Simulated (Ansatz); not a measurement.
The same path of C2H3AlClIO (9 atoms, charge 0, multiplicity 1) was run 3 times with different band settings. The coordinate that changes most is the dihedral H7–C1–C2–O4.

Method: RKS LDA/def2-SVP in Ansatz 0.2.0.

Relaxed end points:

```xyz
9
Properties=species:S:1:pos:R:3
C 0.232 -1.614 0.042
C -0.021 -0.182 -0.076
I 1.684 3.193 -0.114
O -0.389 0.336 -1.175
Al -0.245 1.708 0.171
Cl -2.095 2.453 0.798
H -0.417 -2.029 0.845
H 1.272 -1.763 0.409
H 0.068 -2.149 -0.919
```

```xyz
9
Properties=species:S:1:pos:R:3
C 0.202 -1.614 0.126
C -0.058 -0.186 -0.025
I 1.422 3.031 -1.360
O -0.935 0.243 -0.836
Al -0.098 1.731 0.058
Cl -1.344 2.675 1.445
H -0.448 -2.229 -0.532
H 0.069 -1.894 1.195
H 1.279 -1.804 -0.088
```

Common settings: movable images 5; spring 5.0 eV/Å²; start path IDPP; force threshold 0.05 eV/Å; iteration limit 60; end points relaxed.

| run | climbing image | optimiser |
| --- | --- | --- |
| 1 | yes | quadratic models (default) |
| 2 | yes | fire |
| 3 | from the first iteration | lbfgs |

(1) What does each run give, and how far can it be trusted?

## Answers

(1) Run 1: converged after 4 iterations, highest image 0.056 eV above the first end. A vibrational analysis at the climbing image gives one clearly imaginary mode, 164i cm⁻¹: a first-order saddle point.
Run 2: converged after 26 iterations, highest image 0.056 eV above the first end. Another band between the same ends (5 images) ends at a top of the same energy, where a vibrational analysis finds 1 clearly imaginary mode.
Run 3: converged after 25 iterations, highest image 0.056 eV above the first end. Another band between the same ends (5 images) ends at a top of the same energy, where a vibrational analysis finds 1 clearly imaginary mode.
